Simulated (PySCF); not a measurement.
An unknown shows these calculated signals:

1H NMR (300 MHz, computed): δ 9.31 (m, 1H), 1.19 (m, 2H), 0.11 (s, 9H).

13C{1H} NMR (computed): δ 223.2 (CH), 14.0 (CH2), -1.4 (CH3).

Computational details: coordinates at the GFN2-xTB level, shieldings: GIAO PBE0/pcSseg-1, in PySCF (non-relativistic Hamiltonian, fast rotation and ring inversion assumed for equivalent nuclei, one conformer, in vacuum).

Shifts are taken against calculated references (same method and geometry level): TMS for 1H (σ = 31.72 ppm), 13C (σ = 186.93 ppm).

Question: Which of these does the molecule contain: a three-membered ring, a Si–CH3 group, a (CH3)2CH unit, a methoxy group?

Answer: 
- A three-membered ring: no.
- A Si–CH3 group: yes (δC -1.4; δH 0.11 (s)).
- A (CH3)2CH unit: no.
- A methoxy group: no.

The data belong to `[Si](C)(C)(C)C/P=C/F`, C$_{5}$H$_{12}$FPSi; they needn't prove each group on their own.

Carbon signals by region: 1 in the far downfield region (above 160 ppm), 2 below 50 ppm. Above 160 ppm: 223.2, carbon double-bonded to a heavier main-group atom.

Splittings by 19F and 31P in the carbon and heteronuclear signals aren't shown, as no couplings were computed. Shifts are as computed. Against solution values, carbons near 30 ppm lie about +3 ppm off and those near 130 ppm about +5 ppm. Of 1211 compounds with measured shifts, 218 miss one by over three times the rms of a fit or turn the order of signals round; such compounds aren't used in these exercises. Multiplicities follow the n + 1 count of equivalent neighbours, as no J values were calculated; m marks all less simple cases, F and P coupling included.
